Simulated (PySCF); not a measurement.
PySCF input (BP86/def2-SVP):

```python
from pyscf import gto, dft

mol = gto.M(
    atom='''
    Bi   -0.25936826   -0.14047736    0.35475257
    Cl   -0.27877501    1.98066989   -0.88423080
    Cl    1.54510241   -1.29480986   -0.84779644
    ''',
    basis='def2-svp',
    ecp='def2-svp',
    charge=0,
    spin=1,
    verbose=4,
)

mf = dft.UKS(mol, xc='bp86')
mf.grids.level = 3
mf.conv_tol = 1e-9
mf.max_cycle = 100
mf.max_memory = 1500
mf.kernel()
if not mf.converged:
    mf = mf.newton()
    mf.kernel(mf.make_rdm1())
mo, _, stable, _ = mf.stability(return_status=True)
if not stable:
    mf.kernel(mf.make_rdm1(mo, mf.mo_occ))
    stable = mf.stability(return_status=True)[2]
mf.dip_moment()
```

From the output:

```
radial grids:
    Treutler-Ahlrichs [JCP 102, 346 (1995); DOI:10.1063/1.469408] (M4) radial grids

becke partition: Becke, JCP 88, 2547 (1988); DOI:10.1063/1.454033
pruning grids: <function nwchem_prune>
grids dens level: 3
symmetrized grids: False
atomic radii adjust function: <function treutler_atomic_radii_adjust>
small_rho_cutoff = 0
Set gradient conv threshold to 3.16228e-05
tot grids = 61208
init E= -1108.81082889137
  alpha nocc = 29  HOMO = -0.651802357172471  LUMO = -0.608460801806293
  beta  nocc = 28  HOMO = -0.659689888202613  LUMO = -0.651802357172472

WARN: HOMO -0.651802357172471 >= LUMO -0.651802357172472

cycle= 1 E= -1132.51928175047  delta_E= -23.7  |g|= 1.89  |ddm|= 9.44
  alpha nocc = 29  HOMO = 0.180693539142297  LUMO = 0.19855616955125
  beta  nocc = 28  HOMO = 0.0828801395972487  LUMO = 0.186734974043988
  HOMO = 0.180693539142  LUMO = 0.186734974044  gap/eV = 0.16440
cycle= 2 E= -1129.16011655053  delta_E= 3.36  |g|= 3.59  |ddm|=  7.9
  alpha nocc = 29  HOMO = -0.0173098272835113  LUMO = 0.0295668930860857
  beta  nocc = 28  HOMO = -0.238409194282006  LUMO = -0.013044332253378
  HOMO = -0.0173098272835  LUMO = -0.0130443322534  gap/eV = 0.11607
cycle= 3 E= -1134.647032649  delta_E= -5.49  |g|= 0.72  |ddm|= 5.68
  alpha nocc = 29  HOMO = -0.176912617511313  LUMO = -0.0872702316135924
  beta  nocc = 28  HOMO = -0.240341612958653  LUMO = -0.14910409039765
  HOMO = -0.176912617511  LUMO = -0.149104090398  gap/eV = 0.75671
cycle= 4 E= -1135.00963385724  delta_E= -0.363  |g|= 0.268  |ddm|=  1.5
  alpha nocc = 29  HOMO = -0.189648272670667  LUMO = -0.102956238886339
  beta  nocc = 28  HOMO = -0.284693493058893  LUMO = -0.157326961713785
  HOMO = -0.189648272671  LUMO = -0.157326961714  gap/eV = 0.87951
cycle= 5 E= -1135.05280288519  delta_E= -0.0432  |g|= 0.0725  |ddm|= 0.443
  alpha nocc = 29  HOMO = -0.185083982396783  LUMO = -0.0939605047987237
  beta  nocc = 28  HOMO = -0.266812765763268  LUMO = -0.151263969666502
  HOMO = -0.185083982397  LUMO = -0.151263969667  gap/eV = 0.92029
cycle= 6 E= -1135.05584131847  delta_E= -0.00304  |g|= 0.021  |ddm|= 0.131
  alpha nocc = 29  HOMO = -0.185542484084209  LUMO = -0.095052734591152
  beta  nocc = 28  HOMO = -0.269488777622571  LUMO = -0.151355344107188
  HOMO = -0.185542484084  LUMO = -0.151355344107  gap/eV = 0.93028
cycle= 7 E= -1135.05614141397  delta_E= -0.0003  |g|= 0.00167  |ddm|= 0.0297
  alpha nocc = 29  HOMO = -0.185495748662184  LUMO = -0.0949535403738351
  beta  nocc = 28  HOMO = -0.269541677856412  LUMO = -0.151120923201603
  HOMO = -0.185495748662  LUMO = -0.151120923202  gap/eV = 0.93539
cycle= 8 E= -1135.05614316685  delta_E= -1.75e-06  |g|= 0.000473  |ddm|= 0.00235
  alpha nocc = 29  HOMO = -0.185483835611109  LUMO = -0.094933694557149
  beta  nocc = 28  HOMO = -0.269539333642066  LUMO = -0.151082631574262
  HOMO = -0.185483835611  LUMO = -0.151082631574  gap/eV = 0.93610
cycle= 9 E= -1135.05614329582  delta_E= -1.29e-07  |g|= 0.000148  |ddm|= 0.000668
  alpha nocc = 29  HOMO = -0.185481012161965  LUMO = -0.0949253859825312
  beta  nocc = 28  HOMO = -0.269541936595009  LUMO = -0.151071147468109
  HOMO = -0.185481012162  LUMO = -0.151071147468  gap/eV = 0.93634
cycle= 10 E= -1135.05614330119  delta_E= -5.37e-09  |g|= 0.000127  |ddm|= 0.000398
  alpha nocc = 29  HOMO = -0.185480597899584  LUMO = -0.0949219114484466
  beta  nocc = 28  HOMO = -0.26954258065293  LUMO = -0.151066854940822
  HOMO = -0.1854805979  LUMO = -0.151066854941  gap/eV = 0.93645
cycle= 11 E= -1135.0561433136  delta_E= -1.24e-08  |g|= 1.73e-05  |ddm|= 0.000212
  alpha nocc = 29  HOMO = -0.185481818747071  LUMO = -0.094922048568662
  beta  nocc = 28  HOMO = -0.269541931472707  LUMO = -0.151067423406111
  HOMO = -0.185481818747  LUMO = -0.151067423406  gap/eV = 0.93646
cycle= 12 E= -1135.05614331384  delta_E= -2.33e-10  |g|= 3.83e-06  |ddm|= 3.25e-05
  alpha nocc = 29  HOMO = -0.185481934116822  LUMO = -0.0949217502254667
  beta  nocc = 28  HOMO = -0.269541328870077  LUMO = -0.151067336876459
  HOMO = -0.185481934117  LUMO = -0.151067336876  gap/eV = 0.93647
Extra cycle  E= -1135.05614331384  delta_E=    0  |g|= 4.18e-06  |ddm|= 1.48e-05
converged SCF energy = -1135.05614331384  <S^2> = 0.75144649  2S+1 = 2.001446
uhf_internal: lowest eigs of H = [0.30738709 0.31828273 0.32395644]
<class 'pyscf.dft.uks.UKS'> wavefunction is stable in the internal stability analysis
Dipole moment(X, Y, Z, Debye): -1.92555, -1.04288,  2.63367
```

The geometry given is a B3LYP-D3(BJ)/def2-TZVP minimum.
